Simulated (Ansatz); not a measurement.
Computed with Ansatz on PBE0-D4/def2-TZVP structures; ΔE is electronic, products minus reactants. CCSD(T)/CBS is the MP2 limit (def2-TZVPP, def2-QZVPP) plus CCSD(T) − MP2 in def2-TZVPP, frozen cores. This one scheme is used for every species. Functionals use def2-TZVPP. B3LYP here is the variant with VWN-RPA as its local correlation; programs differ in this. One conformer a species, not always the lowest.

`O[Si](O)(O)O` + `O[SiH](F)[SiH](Cl)Cl` → `O[SiH](F)[Si](O)(O)O` + `O[SiH](Cl)Cl`  (redistribution)

`O[Si](O)(O)O`:

Cartesian coordinates in Å:
```
O -0.450 0.970 1.231
Si 0.000 0.000 0.000
O 0.407 0.984 -1.236
O -1.151 -1.004 -0.572
O 1.194 -0.950 0.576
H -0.930 1.766 0.997
H 0.422 0.591 -2.109
H -1.298 -1.813 -0.080
H 1.806 -0.544 1.192
```

`O[SiH](F)[SiH](Cl)Cl`:

Cartesian coordinates in Å:
```
O 1.644 0.426 1.055
Si 1.030 -0.408 -0.202
F 1.107 -1.985 0.048
Si -1.250 0.125 -0.409
Cl -1.439 1.897 -1.423
Cl -1.920 0.374 1.525
H 1.102 0.526 1.841
H 1.866 -0.094 -1.378
H -2.139 -0.862 -1.059
```

`O[SiH](F)[Si](O)(O)O`:

Cartesian coordinates in Å:
```
O 1.455 -1.619 0.625
Si 1.388 0.015 0.454
F 1.548 0.712 1.891
Si -0.774 0.367 -0.374
O -1.729 -0.835 0.207
O -1.500 1.767 0.060
O -0.603 0.385 -1.997
H 2.298 -2.035 0.812
H 2.546 0.502 -0.342
H -1.319 -1.699 0.292
H -1.958 1.772 0.902
H -1.351 0.667 -2.529
```

`O[SiH](Cl)Cl`:

Z-matrix (Å, degrees):
```
Si
Cl 1 2.042
Cl 1 2.041 2 107.4
O 1 1.621 2 111.2 3 -121.9
H 1 1.467 2 109.8 3 119.4
H 4 0.959 1 119.4 2 59.9
```

| level | ΔE (kJ/mol) |
| --- | --- |
| r2SCAN-D4 | 17.9 |
| B3LYP-D4 | 15.2 |
| PBE | 13.4 |
| SCS-MP2/def2-TZVPP | 15.8 |
| CCSD(T)/def2-TZVPP | 17.7 |
| MP2/def2-QZVPP | 16.0 |
| SCS-MP2/def2-QZVPP | 15.7 |
| CCSD/CBS(def2) | 18.2 |

Problem. What does CCSD(T)/CBS give? (Best estimate.)

Solution. Ansatz gave: +17.6 kJ/mol. The listed levels differ from it by 0.3, -2.4, -4.2, -1.8, 0.1, -1.6, -1.9, 0.6 kJ/mol.

Largest T1 diagnostic among the species: 0.012.

From PBE to PBE0 (25 % exact exchange), in def2-TZVPP and without D4, ΔE moves by +3.7 kJ/mol.
